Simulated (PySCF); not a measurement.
Species: C4H8NO2Si (doublet state).
Z-matrix (Å and degrees, GFN2-xTB geometry), rows numbered from 1:
```
C 
N   1  1.2489
C   2  1.4360  1  120.98
O   3  1.4033  2  107.40  1   123.32
C   4  1.3589  3  115.15  2    63.97
Si  5  1.8403  4  120.39  3     1.95
C   6  1.9174  5  100.13  4    29.11
O   3  1.3759  2  110.85  1  -111.55
H   1  1.0936  2  124.03  3    -0.10
H   1  1.0802  2  118.16  3   179.92
H   3  1.1059  2  113.47  1     7.71
H   5  1.0775  4  110.53  3  -176.92
H   6  1.4672  5  109.35  4   145.02
H   6  1.4697  5  117.20  4   -87.85
H   7  1.0898  6  112.51  5   103.16
H   7  1.0955  6  112.50  5  -135.00
```

The hyperfine couplings belong to this conformer and change with its torsions.

Identity: `C=N[C@H]1O[CH][SiH2]CO1` [radical].

The calculation used PySCF, UKS B3LYP, pcH-1 on C H N O Si, non-relativistic, mean-field spin-orbit, GIAO. Geometry: GFN2-xTB, one conformer, isolated molecule. Couplings are sensitive to structure, and on GFN2-xTB geometries they can be far from those on DFT ones. Stability of the SCF solution: not tested.

Question: Predict the first-order ENDOR lines of N2, H14, H12, H13, H16, H9, H10, H11 and H15 under fast tumbling at B = 340.7 mT (X band).

Answer: ν± = |νn ± a/2|, one line for each electron-spin manifold; νn = |g_N| × 7.62259 MHz/T × B.

```
nuclei  isotope     g_N  νn (MHz)  a_iso (MHz)  lower line (MHz)  upper line (MHz)
    N2      14N  0.4038      1.05        -0.82              0.64              1.46
   H14       1H  5.5857     14.51        73.90             22.44             51.45
   H12       1H  5.5857     14.51       -53.45             12.22             41.23
   H13       1H  5.5857     14.51        13.40              7.80             21.21
   H16       1H  5.5857     14.51         5.33             11.84             17.17
    H9       1H  5.5857     14.51         2.84             13.09             15.92
   H10       1H  5.5857     14.51         2.63             13.19             15.82
   H11       1H  5.5857     14.51        -2.01             13.50             15.51
   H15       1H  5.5857     14.51        -1.11             13.95             15.06
```

Question: Which pairs are centred on the nuclear Larmor frequency, and which on half the coupling?

Answer: Centred on νn, since |a| < 2νn: N2, H13, H16, H9, H10, H11 and H15. Centred on |a|/2 and split by 2νn: H14 and H12.

Question: At what field would the lower line of H14 fall to zero frequency?

Answer: Where νn = |a|/2, that is B = 36.95 MHz/(5.5857 × 7.62259 MHz/T) = 868 mT, as far as first order holds there.

Largest spin populations (Mulliken): C5 (+0.85) and O4 (+0.12). C5 is the only atom above +0.15. The angles at C5 add up to 360.0°, so it is planar; its axial dipolar tensor and the negative coupling of its proton fit spin in a p orbital normal to that plane.
